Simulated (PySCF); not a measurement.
## Br(2+) (bromine, charge +2): UHF calculation

Configuration: [Ar] 3d10 4s2 4p3, high-spin 4S determinant. Calculation: PySCF 2.14, in cc-pVTZ-PP with ECP10MDF; a scalar-relativistic core potential.

| Property | Result |
| --- | --- |
| Total energy | -414.352997 hartree |
| One-electron energy | -708.5929 hartree |
| Hartree (Coulomb) energy | 323.5217 hartree |
| Exchange energy | -29.2818 hartree |
| ⟨S²⟩ | 3.7507 |
| ⟨L²⟩ | 0.000 |
| Sum of ⟨r⟩ | 19.10 bohr |
| Sum of ⟨r²⟩ | 24.76 bohr² |
| Time after the integrals | 0.13 s of wall time on 1 thread of Neoverse-V1 (shared host) |

```
shell  electrons  mean orbital energy (eV)  rms radius, mean of both spins (bohr)
 3s α          1                   -292.63                                  0.590
 3s β          1                   -291.71                                  0.590
 3p α          3                   -231.30                                  0.609
 3p β          3                   -230.25                                  0.609
 3d α          5                   -110.08                                  0.642
 3d β          5                   -109.42                                  0.642
 4s α          1                   -53.007                                   1.72
 4s β          1                   -43.395                                   1.72
 4p α          3                   -35.181                                   1.98
```

Energies and moments cover only the electrons outside the core potential.
